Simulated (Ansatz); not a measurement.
The cluster Pb₂O₄. The state is a quintet with charge 0. Geometry PBE-D4/def2-SVP; atoms count from 1.

```xyz
6

Pb    0.193   -2.042   -0.558
Pb   -0.346    1.481   -1.485
O     0.751    0.643    1.982
O     1.120   -0.118   -1.099
O    -1.272   -0.446   -0.958
O    -0.447    0.481    2.118
```

In the def2 sets Pb takes a core potential; there is no spin–orbit coupling. The structure holds 2 bonds between oxygen atoms, so isomers without such links may lie far lower. In the quintet geometry the species has come apart into loosely held pieces. At PBE0-D4/def2-TZVP a triplet of charge 0 lies 2.26 eV below the quintet, each at its own geometry. The structure comes from a short search, and lower isomers may exist.

Q: Estimate the Mulliken populations from the PBE0/def2-TZVP orbitals of Ansatz.

A: 
```tsv
atom	charge (e)	spin (α − β)
Pb1	0.65	0.46
Pb2	0.65	0.46
O3	0.01	1.00
O4	-0.66	0.54
O5	-0.66	0.54
O6	0.00	1.00
```
Mulliken values and Mayer orders depend strongly on the basis.

Q: Where does the spin sit?

A: Summed by element: Pb 0.92, O 3.08, of 4 unpaired in all. Largest on single atoms: O3 1.00, O6 1.00, O4 0.54.

Q: And the Mayer bond orders between bonded heavy atoms (over 0.3)?

A: Pb1–O4 0.65 (2.20 Å); Pb1–O5 0.66 (2.20 Å); Pb2–O4 0.65 (2.20 Å); Pb2–O5 0.66 (2.20 Å); O3–O6 1.82 (1.22 Å). Values over 0.3 also appear between atoms too far apart for a bond (Pb1–Pb2 0.45 at 3.68 Å; O4–O5 0.34 at 2.42 Å); they arise where an orbital or an unpaired electron spreads over both atoms.
